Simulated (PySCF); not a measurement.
PySCF 2.14 output of an unrestricted PBE0 calculation on a single atom or ion in x2c-TZVPall (6s5p4d1f, 48 functions), with the spin-free X2C one-electron Hamiltonian (Gaussian nucleus):

```
SCF conv_tol = 1e-09
number electrons alpha = 14  beta = 10
    C. Adamo and V. Barone.,  J. Chem. Phys. 110, 6158 (1999)
    M. Ernzerhof and G. E. Scuseria.,  J. Chem. Phys. 110, 5029 (1999)
cycle= 1 E= -1390.8430327318  delta_E= -0.00505  |g|= 0.0293  |ddm|= 0.072
cycle= 2 E= -1390.84306948854  delta_E= -3.68e-05  |g|= 0.0254  |ddm|= 0.0179
cycle= 3 E= -1390.84316854055  delta_E= -9.91e-05  |g|= 0.00114  |ddm|= 0.00827
cycle= 4 E= -1390.84316886616  delta_E= -3.26e-07  |g|= 7.87e-05  |ddm|= 0.000602
cycle= 5 E= -1390.84316886852  delta_E= -2.36e-09  |g|= 4.36e-06  |ddm|= 5.69e-05
cycle= 6 E= -1390.84316886852  delta_E= -6.59e-12  |g|= 3.1e-07  |ddm|= 3.61e-06
converged SCF energy = -1390.84316886852  <S^2> = 6.0010824  2S+1 = 5.0004329
```

The run itself started from symmetry-adapted Hartree-Fock orbitals and held the occupation by maximum overlap, on a logarithmic radial grid, so the iterations belong to that start.

Question: Which element, charge and spin multiplicity is this?

Answer: Co(3+) (cobalt, charge +3), multiplicity 5; the state was [Ar] 3d6, high-spin 5D determinant.
